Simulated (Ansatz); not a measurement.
Ansatz (a first-principles code) input (CCSD(T)/cc-pwCVTZ):
A basis named .json is the Basis Set Exchange file of that set.

Ansatz 0.2 input:
```yaml
crystal:
  periodic: [false, false, false]
  atoms:
    - {symbol: C, position_ang: [-0.59228948, -0.52606573, -0.26945992]}
    - {symbol: C, position_ang: [0.65778676, -0.50181518, -0.12513488]}
    - {symbol: O, position_ang: [-0.06076252, 0.77407937, 0.39623013]}
    - {symbol: H, position_ang: [-1.61871875, -0.79151559, -0.45819802]}
    - {symbol: H, position_ang: [1.70961185, -0.72694846, -0.07393229]}
    - {symbol: H, position_ang: [0.00222339, 1.49311459, -0.27014195]}
basis:
  gaussian:
    orbitals: cc-pwCVTZ.json
total_charge: 1
magnetization: {spin_polarized: false}
correlation: {method: ccsd_t, electrons: outside_noble_gas}
```

End of the output:

```
integrals: 0.52 GiB planned
1007 factors; integrals over basis functions are off by at most 1.1e-3 eV
mean field: 0.43 GiB planned
mean field evaluation 1: about -4131.6470 eV, gradient 4.5e1 eV
mean field evaluation 2: about -4131.6519 eV, gradient 4.5e1 eV
mean field evaluation 4: about -4135.3571 eV, gradient 4.0e0 eV
mean field evaluation 8: about -4135.3990 eV, gradient 1.2e-4 eV
mean field evaluation 16: about -4135.3947 eV, gradient 1.7e-1 eV
mean field -4135.39899667 eV, -151.9731100534 hartree, gradient 2.5e-6 eV, S^2 0.000000; 0 other end points of the search recorded, 0 dependent functions left out; unrestricted orbitals would lower it
3 core orbitals not correlated
reference -4135.39899667 eV, -151.9731100534 hartree; 8, 8 occupied and 160, 160 virtual orbitals, 1007 factors
second order -14.94494352 eV of doubles, -0.00000000 eV of singles
coupled cluster: 1.02 GiB planned
cycle   1  -14.78508625 eV  change    1.6e-1 eV  update   9.0e-2
cycle   2  -15.21917499 eV  change   -4.3e-1 eV  update   2.9e-2
cycle   3  -15.32942099 eV  change   -1.1e-1 eV  update   1.5e-2
cycle   4  -15.31632581 eV  change    1.3e-2 eV  update   3.7e-3
cycle   5  -15.32036298 eV  change   -4.0e-3 eV  update   1.6e-3
cycle   6  -15.32060072 eV  change   -2.4e-4 eV  update   4.0e-4
cycle   7  -15.32035436 eV  change    2.5e-4 eV  update   1.8e-4
cycle   8  -15.32039343 eV  change   -3.9e-5 eV  update   8.1e-5
cycle   9  -15.32038667 eV  change    6.8e-6 eV  update   2.9e-5
cycle  10  -15.32037487 eV  change    1.2e-5 eV  update   1.1e-5
perturbative correction -0.72761560 eV, -0.0267393800 hartree
Total energy: -4151.44698713 eV, -152.5628628253 hartree
```

It need not be the lowest isomer of its formula.
